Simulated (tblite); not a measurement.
Species: C7H6OSi (charge +1 and doublet state).
Atom-mapped SMILES: `[O:1]=[CH:2][C+:3]1[C:4]2[CH:5]=[CH:6][C:7]2=[C:8]1[SiH3:9]` (hydrogens: H10 on C2; H11 on C5; H12 on C6; H13, H14, H15 on Si9)

The geometry is computed with GFN2-xTB (gas phase). This method treats the open shell by occupation alone, without spin polarisation.

Entries marked ? are missing. Bonds in one row agree within 0.01 Å.

| coordinate | value |
| --- | --- |
| O1=C2 | 1.196 Å |
| C2–C3 | 1.470 Å |
| C3–C4 | ? |
| C4–C5 | 1.372 Å |
| C5=C6 | 1.412 Å |
| C6–C7 | 1.373 Å |
| C7=C8 | ? |
| C8–Si9 | ? |
| C3–C8 | ? |
| C4–C7 | 1.810 Å |
| C2–H10 | 1.100 Å |
| C5–H11 | 1.078 Å |
| C6–H12 | 1.077 Å |
| Si9–H13 | 1.467 Å |
| Si9–H14, Si9–H15 | 1.455 Å |
| O1–C2–C3 | 119.2° |
| C2–C3–C4 | 138.8° |
| C2–C3–C8 | ? |
| C4–C3–C8 | 98.8° |
| C3–C4–C5 | 162.0° |
| C3–C4–C7 | 81.0° |
| C5–C4–C7 | 81.0° |
| C4–C5–C6 | 99.2° |
| C5–C6–C7 | 97.4° |
| C6–C7–C8 | ? |
| C4–C7–C6 | 82.3° |
| C4–C7–C8 | 83.1° |
| C7–C8–Si9 | 139.9° |
| C3–C8–C7 | ? |
| C3–C8–Si9 | 123.0° |

Problem. Fill in the missing values.

Solution. 
- C3–C4 = 1.366 Å, drawn single in a drawing that doesn't fit all lengths (both ends carbon bonded to 3 C); 0.09 Å below the sum of covalent radii, 1.46 Å.
- C7=C8 = 1.355 Å, drawn double in a drawing that doesn't fit all lengths (ends: carbon bonded to 3 C; carbon bonded to 2 C and Si); 0.11 Å below the sum of covalent radii, 1.46 Å.
- C8–Si9 = 1.952 Å, drawn single in a drawing that doesn't fit all lengths (ends: carbon bonded to 2 C and Si; silicon bonded to C and 3 H); 0.11 Å above the sum of covalent radii, 1.84 Å.
- C3–C8 = 1.433 Å, drawn single in a drawing that doesn't fit all lengths (ends: carbon bonded to 3 C; carbon bonded to 2 C and Si); 0.03 Å below the sum of covalent radii, 1.46 Å.
- C2–C3–C8 = 122.4°, at the carbon bonded to 3 C; the outer atoms are 2.544 Å apart.
- C6–C7–C8 = 165.4°, at the carbon bonded to 3 C; the outer atoms are 2.706 Å apart.
- C3–C8–C7 = 97.1°, at the carbon bonded to 2 C and Si, inside a 4-membered ring; the outer atoms are 2.090 Å apart.

Radii are Cordero's, carbon taken as 0.76, 0.73 or 0.69 Å for four, three, and two or fewer neighbours.

Its GFN2-xTB frequencies are all real (lowest 70 cm⁻¹). Torsions: O1–C2–C3–C4 180°.

One conformer stands for the species.
